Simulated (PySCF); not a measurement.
# Si⁺: ionisation energy

Si⁺ [Ne] 3s2 3p1 (2P) → Si²⁺ [Ne] 3s2 (1S), as a difference of total energies. All numbers are calculated (PySCF 2.14, scalar relativity by spin-free X2C-1e, in jorge-DZP-DKH). Correlated levels: valence: [Ne] frozen. The calculations carry no spin-orbit coupling.

| method | ionisation energy (eV) |
| --- | --- |
| UHF | 15.789 |
| MP2 (valence) | 15.969 |
| SCS-MP2 (valence) | 15.951 |
| CCSD (valence) | 16.069 |
| CCSD(T) (valence) | 16.087 |

Problem. Estimate what BP86 gives.

Solution. 16.463 eV, closest to CCSD(T) (valence) among the rows shown.

Problem. Estimate what PBE gives.

Solution. 16.393 eV, closest to CCSD(T) (valence) among the rows shown.

Errors of the correlated levels include the incompleteness of this basis and the frozen core.

For comparison: 16.322 eV (measured; NIST levels, between the centres of gravity of the two terms).
